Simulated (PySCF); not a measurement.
## Distorted geometries of Re2N2

Re2N2 (triplet). PySCF 2.14.0, UKS PBE, Re def2-SVP with ECP60, N def2-SVP; non-relativistic Hamiltonian with scalar-relativistic core potentials where named; density fitting; no spin-orbit coupling. Relaxed geometry:

```xyz
4

Re    0.0000    0.0000    1.3841
Re    0.0000    0.0000   -1.3841
N     1.1669    0.0000    0.0000
N    -1.1669    0.0000    0.0000
```

**Question.** Order these distorted geometries by energy above the relaxed one, lowest first.
A.
```xyz
4

Re   -0.0282    0.0134    1.3869
Re    0.1085   -0.0832   -1.3947
N     1.1123    0.1056   -0.0651
N    -1.1927   -0.0359    0.0730
```
B.
```xyz
4

Re    0.0685    0.0125    1.4767
Re   -0.0502   -0.0094   -1.4132
N     1.1543   -0.0025   -0.0196
N    -1.1727   -0.0005   -0.0439
```
C.
```xyz
4

Re    0.0076   -0.0719    1.4503
Re   -0.1027    0.0819   -1.4771
N     1.2962   -0.0970    0.0972
N    -1.2010    0.0871   -0.0705
```

**Answer.** B (0.25 eV), A (0.42 eV), C (0.97 eV).

**Question.** Which forces (eV/Å) act in the one that lies 0.25 eV up?

**Answer.** 
```
Re  -0.62 -0.03 -2.81
Re   0.60  0.00  1.70
N   -0.89  0.01 -0.09
N    0.92  0.02  1.21
```
Forces carry noise of the integration grid, about 0.01 to 0.03 eV/Å.

Open shells may have lower solutions than the one found.
